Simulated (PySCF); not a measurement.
Molecule: SMILES C(C#N)C1(CN)C=C1, C₆H₈N₂.

Bonds (- single, = double, # triple, : aromatic): N1#C2, C2-C3, C3-C4, C4-C5, C5-N6, C4-C7, C7=C8, C8-C4. C3 carries H9, H10; C5 carries H11, H12; N6 carries H13, H14; C7 carries H15; C8 carries H16.

Frames of a GFN2-xTB Langevin trajectory at 400 K; GIAO PBE0/pcSseg-1 shieldings in PySCF, gas phase, non-relativistic; equivalent atoms averaged within each frame.

References, each an isolated molecule treated in the same way: NH3 for ¹⁵N (σref 267.73); TMS for ¹³C (σref 186.93), ¹H (σref 31.72). The references are static minima.

Task: How do the shifts (ppm) fluctuate along the trajectory?

Result: 
```csv
time (fs),N1,N6,C7/C8,C2,C5,C3,C4,H15/H16,H11/H12,H9/H10
250,304.1,26.8,134.3,126.3,58.4,28.2,27.7,8.11,3.42,2.62
425,316.8,34.7,146.5,131.0,54.5,26.4,44.1,8.71,3.18,3.45
625,295.7,37.3,125.7,122.2,56.5,18.9,24.3,7.31,2.94,2.00
800,315.0,34.9,132.2,128.3,56.2,21.6,19.3,8.48,3.11,2.58
1000,300.1,12.8,145.2,123.4,60.4,29.0,42.0,8.64,3.63,3.56
mean of frames,306.3,29.3,136.8,126.2,57.2,24.8,31.5,8.25,3.26,2.84
standard deviation,9.2,10.0,8.9,3.6,2.3,4.4,11.0,0.57,0.27,0.65
```

5 frames give an uncertainty of the mean of about the standard deviation over 2.2 at best, since frames this close in time may not be independent; classical motion lacks zero-point vibration, and the reference would need the same averaging.
